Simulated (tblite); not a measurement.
C4H8BrGeN.
SMILES with atom numbers: `[CH2:1]=[C:2]1[CH2:3][N:4]([CH3:5])[Ge@H:6]1[Br:7]` (hydrogens: H8, H9 on C1; H10, H11 on C3; H12, H13, H14 on C5; H15 on Ge6)

Computed with GFN2-xTB (tblite), gas phase: L-BFGS steps from a force-field or distance-geometry start until the largest atomic force falls under 0.01 eV/Å.

Step 30: E = -586.8832 eV
```
atom  x, y, z in Å  |  force x, y, z in eV/Å
C1      2.4199   -0.2498   -0.9383    0.085   0.012  -0.007
C2      1.3151    0.0577   -0.2957   -0.051   0.042  -0.005
C3      0.2660   -0.8813    0.2291    0.038  -0.090  -0.070
N4     -0.8299    0.0452    0.5098    0.129   0.172   0.003
C5     -2.1635   -0.4396    0.2949   -0.014   0.119   0.077
Ge6     0.1111    1.5845    0.0876    0.015  -0.042  -0.007
Br7     0.4942    2.7662    2.0176   -0.021   0.027   0.010
H8      3.0934    0.4805   -1.3504    0.006   0.079   0.013
H9      2.6946   -1.2867   -1.0622    0.088  -0.023  -0.020
H10     0.5991   -1.3989    1.1348   -0.068  -0.059   0.026
H11    -0.0100   -1.6271   -0.5206   -0.030  -0.113  -0.057
H12    -2.3499   -0.7144   -0.7513    0.007  -0.048  -0.025
H13    -2.8694    0.3414    0.5769   -0.029  -0.070   0.041
H14    -2.3169   -1.3214    0.9184   -0.165  -0.025   0.058
H15    -0.4581    2.6516   -0.8723    0.010   0.017  -0.035
```

Step 31: E = -586.8856 eV
```
atom  x, y, z in Å  |  force x, y, z in eV/Å
C1      2.4227   -0.2502   -0.9360    0.063   0.013  -0.001
C2      1.3167    0.0621   -0.2968    0.002  -0.048  -0.022
C3      0.2660   -0.8789    0.2218   -0.004  -0.070  -0.047
N4     -0.8289    0.0525    0.4983    0.012   0.008  -0.004
C5     -2.1661   -0.4411    0.3011    0.079   0.062   0.030
Ge6     0.1151    1.5858    0.0832   -0.028   0.053  -0.035
Br7     0.4811    2.7589    2.0205   -0.012   0.040   0.023
H8      3.0990    0.4782   -1.3457    0.022   0.083   0.005
H9      2.6926   -1.2889   -1.0605    0.085   0.000  -0.015
H10     0.5920   -1.4005    1.1288   -0.064  -0.032   0.011
H11    -0.0088   -1.6252   -0.5289   -0.026  -0.082  -0.054
H12    -2.3556   -0.7261   -0.7461    0.008  -0.020   0.101
H13    -2.8709    0.3410    0.5814   -0.036  -0.079   0.036
H14    -2.3124   -1.3223    0.9345   -0.129   0.096  -0.020
H15    -0.4468    2.6627   -0.8773    0.028  -0.023  -0.010
```

Step 32: E = -586.8879 eV
```
atom  x, y, z in Å  |  force x, y, z in eV/Å
C1      2.4233   -0.2490   -0.9355    0.032   0.014   0.006
C2      1.3155    0.0608   -0.2974    0.037  -0.091  -0.029
C3      0.2664   -0.8820    0.2218   -0.038  -0.035  -0.020
N4     -0.8273    0.0532    0.5007    0.009  -0.070   0.004
C5     -2.1647   -0.4383    0.3021    0.061   0.019  -0.002
Ge6     0.1160    1.5843    0.0835   -0.032   0.067  -0.052
Br7     0.4842    2.7596    2.0177   -0.009   0.046   0.033
H8      3.0950    0.4835   -1.3443    0.042   0.087  -0.003
H9      2.6972   -1.2864   -1.0622    0.081   0.007  -0.011
H10     0.5906   -1.4040    1.1298   -0.056  -0.017  -0.007
H11    -0.0108   -1.6306   -0.5271   -0.021  -0.047  -0.045
H12    -2.3504   -0.7225   -0.7465   -0.005  -0.007   0.112
H13    -2.8703    0.3421    0.5825   -0.042  -0.050   0.030
H14    -2.3191   -1.3215    0.9316   -0.093   0.106  -0.012
H15    -0.4499    2.6587   -0.8784    0.034  -0.029  -0.003
```

Q: Estimate the geometry and energy of step 33. (The exact step hangs on the optimiser's Hessian estimate; all steps are aligned on step 32, rigid shifts and turns removed.)

A: E = -586.8919 eV, largest force 0.176 eV/Å
```
atom  x, y, z in Å  |  force x, y, z in eV/Å
C1      2.4265   -0.2461   -0.9335   -0.011   0.019   0.008
C2      1.3140    0.0566   -0.2990    0.082  -0.135  -0.038
C3      0.2656   -0.8886    0.2187   -0.071   0.020   0.019
N4     -0.8237    0.0546    0.5015   -0.004  -0.175   0.020
C5     -2.1618   -0.4329    0.3062   -0.001  -0.057  -0.029
Ge6     0.1174    1.5830    0.0796   -0.013   0.048  -0.049
Br7     0.4846    2.7573    2.0136   -0.007   0.056   0.037
H8      3.0897    0.4968   -1.3381    0.057   0.059  -0.006
H9      2.7070   -1.2817   -1.0652    0.084   0.034  -0.005
H10     0.5837   -1.4126    1.1289   -0.037   0.009  -0.039
H11    -0.0151   -1.6404   -0.5282   -0.015   0.021  -0.030
H12    -2.3431   -0.7206   -0.7421   -0.039   0.013   0.098
H13    -2.8692    0.3443    0.5870   -0.042   0.005   0.008
H14    -2.3301   -1.3164    0.9327   -0.021   0.111   0.007
H15    -0.4499    2.6546   -0.8837    0.036  -0.029  -0.002
```

The energy changes by -0.0041 eV. The first-order estimate −F·Δx gives -0.0059 eV and the mean of the old and new forces, exact on a quadratic surface, -0.0041 eV. The step makes an angle of 56° with the force vector and moves no atom by more than 0.016 Å.

What follows is the cost of the whole relaxation. The run took 0.77 s of wall time on one thread of an Arm Neoverse V2, shared host with 96 logical CPUs at a one-minute load of 49.
